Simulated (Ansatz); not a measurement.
[MnNF4]2- (MnNF4²⁻). Charge -2, multiplicity 3. Geometry PBE0-D4/def2-SVPD; atoms count from 1.

```xyz
6

Mn    0.008    0.057   -0.035
N     0.202    1.506   -0.933
F    -0.785   -0.695   -1.641
F    -1.543   -0.452    1.053
F     0.827    1.003    1.449
F     1.292   -1.419    0.106
```

A multiply charged anion in the gas phase is held together partly by the finite basis. Removing one electron lowers the energy by 2.01 eV at PBE0-D4/def2-TZVPD, so it isn't bound. The charge -2 triplet is spin-contaminated (final ⟨S²⟩ up to 3.47, 2.00 for a pure state). The highest occupied level of the charge -2 triplet lies above zero (up to 2.38 eV). It is a level of α spin, whose loss leaves a doublet; that state wasn't run at this geometry and level. The electron is either unbound and held by the finite basis, or the level is raised by self-interaction error. The geometry of the triplet was relaxed on an unsound state (⟨S²⟩ 3.51, where a pure state has 2.00).

Question: Estimate the Mulliken populations from the PBE0/def2-TZVPD orbitals of Ansatz.

Answer: 
```
atom  charge (e)  spin (α − β)  d electrons
 Mn1        1.23          3.85         5.01
  N2       -0.29         -1.88            –
  F3       -0.67         -0.02            –
  F4       -0.80          0.03            –
  F5       -0.67         -0.02            –
  F6       -0.80          0.03            –
```
Mulliken values and Mayer orders depend strongly on the basis. With diffuse functions, as here, like atoms can get unlike values, and bond orders can come out too low or too high.

Question: Where does the spin sit?

Answer: Summed by element: Mn 3.85, N -1.88, F 0.02, of 2 unpaired in all. Largest on single atoms: Mn1 3.85, N2 -1.88, F4 0.03.

Question: And the Mayer bond orders between bonded heavy atoms (over 0.3)?

Answer: Mn1–N2 1.48 (1.72 Å); Mn1–F3 0.48 (1.94 Å); Mn1–F4 0.31 (1.96 Å); Mn1–F5 0.48 (1.94 Å); Mn1–F6 0.31 (1.96 Å).
